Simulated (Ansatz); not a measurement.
Ti(H)3(OSiH3) (H6OSiTi), SMILES [SiH3][O][TiH3], multiplicity 1. Atoms are numbered in the order given.

```xyz
9

Ti     0.6384     1.2044     0.5145
H      2.1200     0.7610     1.2123
H      0.8829     2.2736    -0.7800
H     -0.3869     1.8960     1.6761
O     -0.1292    -0.2378    -0.1041
Si    -0.8709    -1.6274    -0.7019
H      0.0023    -2.7962    -0.4134
H     -1.0573    -1.4751    -2.1694
H     -2.1878    -1.7918    -0.0309
```
Charge 0, spin multiplicity 1.

Geometry optimised at B3LYP-D3(BJ)/def2-SVP. The spin state was assumed, not searched. The structure was generated by enumeration; whether it is a known compound was not checked.

Two levels are set side by side: PBE-D3(BJ)/def2-SVP (Ansatz, an electronic-structure program) and B3LYP-D3(BJ)/def2-SVP (Ansatz). Each level has its own optimised geometry; the coordinates shown are those of the second. Differences are taken from unrounded values.

```json
[
 {"quantity": "mean bond length (Å)", "B3LYP-D3(BJ)": "1.623"},
 {"quantity": "bond Ti1–O5 (Å)", "B3LYP-D3(BJ)": "1.747"},
 {"quantity": "bond O5–Si6 (Å)", "B3LYP-D3(BJ)": "1.685"},
 {"quantity": "bond Ti1–H2 (Å)", "B3LYP-D3(BJ)": "1.697"},
 {"quantity": "bond Ti1–H3 (Å)", "B3LYP-D3(BJ)": "1.697"},
 {"quantity": "bond Ti1–H4 (Å)", "B3LYP-D3(BJ)": "1.697"},
 {"quantity": "bond Si6–H7 (Å)", "B3LYP-D3(BJ)": "1.487"},
 {"quantity": "bond Si6–H8 (Å)", "B3LYP-D3(BJ)": "1.487"},
 {"quantity": "bond Si6–H9 (Å)", "B3LYP-D3(BJ)": "1.487"}
]
```

Task: What does PBE-D3(BJ) give, and how far is it from B3LYP-D3(BJ)? (The exact figures need the calculation; the answer reports its results.)

Result: 
```
quantity              PBE-D3(BJ)  PBE-D3(BJ) minus B3LYP-D3(BJ)
--------------------  ----------  -----------------------------
mean bond length (Å)       1.635                          0.012
bond Ti1–O5 (Å)            1.745                         -0.002
bond O5–Si6 (Å)            1.698                          0.014
bond Ti1–H2 (Å)            1.713                          0.016
bond Ti1–H3 (Å)            1.713                          0.016
bond Ti1–H4 (Å)            1.713                          0.016
bond Si6–H7 (Å)            1.500                          0.013
bond Si6–H8 (Å)            1.500                          0.013
bond Si6–H9 (Å)            1.500                          0.013
```

Exact exchange shortens and stiffens bonds; PBE has none. Differences between two approximate levels are no errors against the true value.
